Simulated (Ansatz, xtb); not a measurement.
**A geometry optimisation of CH2F3In with r2SCAN-D4/def2-SVP**

The starting geometry of this gas-phase singlet has its atoms placed at random.

```yaml
atoms:
  - { symbol: C, position_ang: [-1.8493, -0.4707, 0.0563] }
  - { symbol: F, position_ang: [-0.7468, 0.6881, 0.1803] }
  - { symbol: F, position_ang: [-0.1782, -0.4945, 0.6586] }
  - { symbol: F, position_ang: [-0.6005, -0.9486, -0.2148] }
  - { symbol: In, position_ang: [1.2011, 0.9036, -1.7384] }
  - { symbol: H, position_ang: [1.7777, -0.4889, 0.2594] }
  - { symbol: H, position_ang: [0.4071, -0.4955, -0.2369] }
```

Task: One run relaxed it with r2SCAN-D4/def2-SVP. What is a likely outcome?

Result: It loosens into CF3In + H2, which stay close as a complex. Distances that change by over a tenth: C1–F4 (1.36 → 1.58 Å), F2–In5 (2.74 → 2.28 Å), F4–In5 (3.00 → 2.28 Å), F4–H7 (1.10 → 2.94 Å), In5–H7 (2.20 → 3.13 Å). Contacts that open: F3–F4 (1.07 → 2.20 Å), F3–H7 (1.07 → 2.57 Å). Contacts that close: C1–F3 (1.78 → 1.32 Å), H6–H7 (1.46 → 0.76 Å).

The energy falls by 34.83 eV over 30 steps:

| step | E − E(last) (eV) |
| --- | --- |
| 1 | 34.827 |
| 4 | 6.131 |
| 7 | 1.803 |
| 11 | 1.181 |
| 14 | 0.793 |
| 17 | 0.046 |
| 20 | 0.002 |
| 24 | 0.001 |
| 27 | 0.000 |
| 30 | 0.000 |

Final geometry (Å):

```tsv
atom	x (Å)	y (Å)	z (Å)
C	-1.5830	-0.3549	0.1348
F	-0.7624	0.9844	-0.0113
F	-0.9005	-0.9015	1.1199
F	-0.8212	-1.0107	-1.0808
In	0.2442	0.7568	-2.0412
H	2.2767	-0.3528	0.3052
H	1.5573	-0.4276	0.5380
```

From the same start GFN2-xTB reaches the same bonding as this run.

From so rough a start the end depends on the optimiser's path, so another program may land elsewhere. No frequencies were run, so the end isn't proven a minimum. Atoms past krypton carry core potentials, without spin–orbit terms. Run with Ansatz 0.2.0, 50 s on 1 thread of AMD EPYC 9R45 96-Core Processor (Zen 5), with other jobs on the host.
